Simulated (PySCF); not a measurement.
Below is a simulated gas-phase Si 2p photoelectron spectrum of `C=C[SiH2]O`.

Every computed line was given a Gaussian of 0.4 eV full width at half maximum and an area set by the number of equivalent atoms (split 2:1 within a doublet); the highest printed point is 100. Method used: PySCF 2.14.0, delta-SCF UKS SCAN, pcX-2 on the ionised atom, pcseg-1 elsewhere, spin-free X2C.

binding energy (eV), intensity and a bar:
```
    106.7          0 
    106.8          2 #
    106.9         10 ###
    107.0         29 #########
    107.1         62 ##################
    107.2         93 ############################
    107.3        100 ##############################
    107.4         76 #######################
    107.5         44 #############
    107.6         27 ########
    107.7         30 #########
    107.8         44 #############
    107.9         51 ###############
    108.0         42 ############
    108.1         24 #######
    108.2         10 ###
    108.3          3 #
    108.4          1
```

Count the maxima, the lines and the sites behind this envelope.

The curve has 2 maxima (at 107.3 and 107.9 eV). Under it lie 2 lines from 1 inequivalent silicon site, drawn as a 2p3/2, 2p1/2 pair.

Decompose the envelope and assign each component. Numbering: `[CH2:1]=[CH:2][SiH2:3][OH:4]`.

```json
{"position (eV)": "107.27", "relative area": "0.67", "line": "Si 2p3/2", "atoms": "Si3", "environment": "oxygen-bound silicon"}
{"position (eV)": "107.89", "relative area": "0.33", "line": "Si 2p1/2", "atoms": "Si3", "environment": "oxygen-bound silicon"}
```

Shake-up satellites, vibrational structure and lifetime widths aren't simulated. 2p3/2 and 2p1/2 are the ΔSCF energy of one spin-free 2p hole plus the eigenvalues of a spin–orbit and ligand-field matrix of the shell. 2p1/2 minus 2p3/2 (ligand field included): Si 0.62 eV. The structure is a single PBE0-D3(BJ)/def2-SVP conformer in the gas phase; no vibrational or solvent corrections.

Conformer computed: `[CH2:1]=[CH:2][SiH2:3][OH:4]`: C1–C2–Si3–O4 9°, H–O4–Si3–C2 68°.
